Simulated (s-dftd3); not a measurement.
C7H7O (SMILES [CH2]c1ccc(O)cc1), doublet, at a GFN2-xTB geometry; D3(op) for blyp run with s-dftd3.

Input for s-dftd3:
```
$ s-dftd3 mol.xyz --op blyp --json dftd3.json --noedisp --grad

# file mol.xyz
15

C     -2.81833807     0.03397709     0.26148815
C     -1.44794666     0.01348822     0.13373045
C     -0.73747723    -1.19644166    -0.11732029
C      0.62360438    -1.21406958    -0.24379064
C      1.36015996    -0.02882335    -0.12811178
O      2.71076913    -0.09396390    -0.26095173
C      0.69322948     1.17480608     0.11800935
C     -0.67015173     1.20070481     0.24596333
H     -3.34723011     0.95028899     0.45078219
H     -3.39927232    -0.86602155     0.17561694
H     -1.30033477    -2.11331226    -0.20743510
H      1.15912017    -2.13115614    -0.43380630
H      3.09387677     0.78606077    -0.16017153
H      1.26685654     2.08935354     0.20678696
H     -1.17765005     2.13464818     0.43602923
```

The log (banner, timings and long lists left out):

```
-----------------------------------
 s i m p l e   D F T - D 3  v1.4.0
-----------------------------------

Optimized power damping: blyp-D3(op)
--------------------
   s6        1.0000
   s8        1.3187
   s9        0.0000
   a1        0.4250
   a1        3.5000
  alp       14.0000
 beta        2.0000
--------------------

Dispersion energy:      -2.5013602395487E-02 Eh

Gradient norm:           7.1233365818027E-04 Eh/a0
--------------------------------------------------
     #    Z           dE/dx      dE/dy      dE/dz
--------------------------------------------------
     1    6 C    -2.069E-04  4.266E-06  1.946E-05
     2    6 C    -1.106E-04 -1.632E-06  9.805E-06
     3    6 C     2.037E-04  2.489E-04  1.985E-05
     4    6 C    -4.346E-05  8.054E-05  1.636E-05
     5    6 C    -3.671E-05  6.754E-05  1.375E-05
     6    8 O     1.368E-04  3.782E-05 -6.610E-06
     7    6 C     5.849E-05 -1.807E-04 -3.317E-05
     8    6 C     1.486E-04 -2.555E-04 -5.289E-05
     9    1 H    -1.903E-04 -1.493E-04 -5.706E-06
    10    1 H    -1.824E-04  1.545E-04  4.040E-05
    11    1 H     6.635E-05 -1.325E-04 -2.645E-05
    12    1 H    -6.575E-06 -9.498E-05 -1.404E-05
    13    1 H     8.629E-05  1.166E-05 -6.049E-06
    14    1 H     3.188E-06  7.967E-05  1.199E-05
    15    1 H     7.355E-05  1.297E-04  1.330E-05
--------------------------------------------------

Virial:
--------------------------------------------------
      component           x          y          z
--------------------------------------------------
          x       4.111E-03  2.237E-04 -3.393E-04
          y       2.237E-04 -4.929E-04 -9.629E-05
          z      -3.393E-04 -9.629E-05  1.601E-05
--------------------------------------------------

[Info] JSON dump of results written to 'dftd3.json'
```
